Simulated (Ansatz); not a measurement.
Two isomers of CH6BNO: A = `BOCN`, B = `CB(N)O`.

Calculated with Ansatz (gas phase, PBE0-D4/def2-TZVP geometries, no zero-point term in ΔE). CCSD(T)/CBS is the MP2 limit (def2-TZVPP, def2-QZVPP) plus CCSD(T) − MP2 in def2-TZVPP, frozen cores. This one scheme is used for every species. Functionals use def2-TZVPP. B3LYP here is the variant with VWN-RPA as its local correlation; programs differ in this. Each species was taken in one conformer, which may not be the lowest.

(1) Which is lower in electronic energy at CCSD(T)/CBS, and by how much? (Estimate.)

(2) Give E(B) − E(A) in kcal/mol with ωB97M-V, B2PLYP, PBE0-D4, B3LYP-D4, CCSD/def2-TZVPP, CCSD(T)/def2-SVP, B3LYP. (Best estimate.)

(3) Does the order hold for the free energy at 298.15 K (harmonic terms from PBE0-D4)? (An estimate is asked.)

Largest T1 diagnostic: 0.013.

Answers

(1) Computed: B, by 60.0 kcal/mol.

(2) Computed: ωB97M-V -59.8, B2PLYP -58.9, PBE0-D4 -59.9, B3LYP-D4 -58.3, CCSD/def2-TZVPP -59.3, CCSD(T)/def2-SVP -56.5, B3LYP -58.2. None reverses the order clearly.

(3) Ansatz gave: Yes: G(B) − G(A) = -59.6 kcal/mol, for one conformer each.

From PBE to PBE0 (25 % exact exchange), in def2-TZVPP and without D4, E(B) − E(A) moves by −1.5 kcal/mol. Leaving LDA and LC-ωPBE aside and taking each functional with its dispersion term where it has one, the values, not all of them listed here, spread over 4.7 kcal/mol, from B97M-V to BLYP-D4. LDA lies −1.8 kcal/mol from PBE without D4.
